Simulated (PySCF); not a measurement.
Bi(F)(Me)2 (C2H6BiF), SMILES [F][Bi]([CH3])[CH3]. Atoms are numbered in the order given.

```xyz
10

Bi    -0.2867     0.1247     0.0000
F      1.3566     1.3929     0.0000
C      0.5911    -1.2053     1.6467
H      0.1644    -0.9409     2.6325
H      0.4020    -2.2721     1.4185
H      1.6788    -0.9992     1.6384
C      0.5911    -1.2053    -1.6467
H      0.1644    -0.9409    -2.6325
H      1.6788    -0.9992    -1.6384
H      0.4020    -2.2721    -1.4185
```
Charge 0, spin multiplicity 1.

The structure is a stationary point at PBE-D3(BJ)/def2-SVP. The def2 effective core potentials stand for the cores of Bi; spin–orbit coupling is left out.

All values below come from B3LYP/def2-TZVP run with PySCF.

Symmetry labels are those of the subgroup Cs that the program uses (full group Cs).

**Question.** List the valence orbital energies around the gap with their symmetry. (An estimate is asked for; the answer gives what the named calculation found.)

**Answer.** 
```tsv
orbital	symmetry	energy (eV)
HOMO−7	A'	-11.28
HOMO−6	A"	-10.99
HOMO−5	A"	-10.93
HOMO−4	A'	-10.08
HOMO−3	A"	-9.73
HOMO−2	A'	-9.65
HOMO−1	A"	-7.77
HOMO	A'	-7.03
LUMO	A'	-1.54
LUMO+1	A"	-0.52
LUMO+2	A'	0.10
LUMO+3	A'	0.94
```
